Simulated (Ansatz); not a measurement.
`N[SiH2]N[SiH](N)O`, relaxed with RKS PBE0-D4/def2-TZVP in the Gaussian-basis code of Ansatz from a GFN2-xTB geometry. The force threshold is 0.005 eV/Å; the program also tests the step.

Charge 0, multiplicity 1.

Start:

```xyz
15

N    -0.257    2.831   -0.529
Si   -0.618    1.181   -0.881
N    -0.088    0.321    0.516
Si   -0.125   -1.387    0.784
N     0.903   -2.054   -0.431
O     0.465   -1.761    2.254
H    -0.557    3.523   -1.195
H     0.674    3.053   -0.213
H    -2.065    1.150   -1.115
H     0.083    0.586   -2.030
H    -0.123    0.864    1.364
H    -1.478   -1.926    0.888
H     0.988   -3.057   -0.470
H     0.803   -1.689   -1.364
H     1.395   -1.636    2.422
```

| step | energy (eV) | largest force (eV/Å) | largest move (Å) |
| --- | --- | --- | --- |
| 1 | -22413.2103 | 0.999 | 0.000 |
| 2 | -22413.2932 | 0.365 | 0.116 |
| 3 | -22413.3289 | 0.331 | 0.150 |
| 4 | -22413.3473 | 0.660 | 0.200 |
| 5 | -22413.3654 | 0.453 | 0.200 |
| 6 | -22413.3807 | 0.085 | 0.093 |
| 7 | -22413.3831 | 0.166 | 0.145 |
| 8 | -22413.3857 | 0.019 | 0.068 |
| 9 (rejected) | -22413.3856 | 0.135 | 0.074 |
| 10 | -22413.3858 | 0.040 | 0.025 |
| 11 | -22413.3863 | 0.027 | 0.023 |
| 12 (rejected) | -22413.3862 | 0.038 | 0.040 |
| 13 | -22413.3865 | 0.014 | 0.020 |
| 14 | -22413.3866 | 0.021 | 0.023 |
| 15 | -22413.3866 | 0.014 | 0.009 |
| 16 | -22413.3867 | 0.007 | 0.015 |
| 17 | -22413.3867 | 0.007 | 0.011 |
| 18 | -22413.3867 | 0.007 | 0.007 |
| 19 | -22413.3867 | 0.003 | 0.003 |

End:

```xyz
15

N    -0.030    2.739   -0.586
Si   -0.652    1.166   -0.855
N    -0.413    0.223    0.562
Si   -0.122   -1.452    0.842
N     0.788   -2.019   -0.481
O     0.614   -1.630    2.303
H    -0.460    3.533   -1.031
H     0.946    2.899   -0.400
H    -2.075    1.398   -1.231
H    -0.009    0.394   -1.958
H    -0.642    0.726    1.412
H    -1.349   -2.261    1.033
H     0.811   -2.990   -0.740
H     1.075   -1.413   -1.230
H     1.518   -1.313    2.360
```

Run time 25 s (2 threads of an AMD EPYC 7R13 on a shared host and a share of an NVIDIA H100 80 GB); peak host memory 0.91 GiB.
